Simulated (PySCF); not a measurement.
**Simulated absorption spectrum**

FH5P2Si2.
Numbering: `[F:1][SiH:2]1[PH:3][SiH2:4][PH:5]1` (hydrogens: H6 on Si2; H7 on P3; H8, H9 on Si4; H10 on P5)

Computed with PySCF 2.14.0, density-fitted response routines, TDDFT wB97X-D/def2-SVPD, vertical, gas phase, core orbitals frozen in the response. Geometry: PBE0-D3(BJ)/def2-SVP, one conformer, isolated molecule.

Computed states:

```
state  E (eV)       f
   S1    5.29  0.0054
   S2    5.46  0.0004
   S3    5.76  0.0004
   S4    6.22   0.016
   S5    6.50  0.0010
   S6    6.53  0.0038
   S7    6.75  0.0090
   S8    6.80   0.011
   S9    6.88  0.0084
  S10    6.94   0.019
```

Broadening: Gaussians 0.4 eV wide at half height, area fixed by f = 4.319×10⁻⁹ ∫ε dν̃. The width is an assumption, not a result. The curve ends short of the highest state used, and states not computed would add to its high-energy end.

(1) Give the broadened spectrum and its maxima.

(2) Coming from long wavelengths, where does ε first pass 100 L mol⁻¹ cm⁻¹?

(3) On this curve, what absorbance would a 10⁻³ mol/L sample give at 248 nm over a 1 cm path?

## Answers

(1) 
```csv
E (eV),ε (L mol⁻¹ cm⁻¹)
4.69,1
4.75,2
4.81,6
4.86,14
4.92,33
4.98,67
5.04,121
5.09,181
5.15,262
5.21,335
5.26,374
5.32,384
5.38,350
5.43,298
5.49,224
5.55,155
5.60,111
5.66,78
5.72,65
5.78,75
5.83,106
5.89,181
5.95,312
6.00,465
6.06,686
6.12,907
6.17,1050
6.23,1137
6.29,1126
6.34,1066
```

Maxima: 234 nm (5.30 eV), ε about 390, made up of S1 (95%); 198 nm (6.25 eV), ε about 1100, made up of S4 (91%) (ε in L mol⁻¹ cm⁻¹; maxima over ε = 5, shares over 10%).

(2) At about 247 nm (5.02 eV), 0.27 eV below S1.

(3) 248 nm is 4.999 eV, where ε is about 82 L mol⁻¹ cm⁻¹, so A = ε c l ≈ 0.082 (Beer–Lambert, with the gas-phase spectrum and the assumed width).

All these states lie below the vertical ionisation energy of 9.16 eV (ΔSCF).
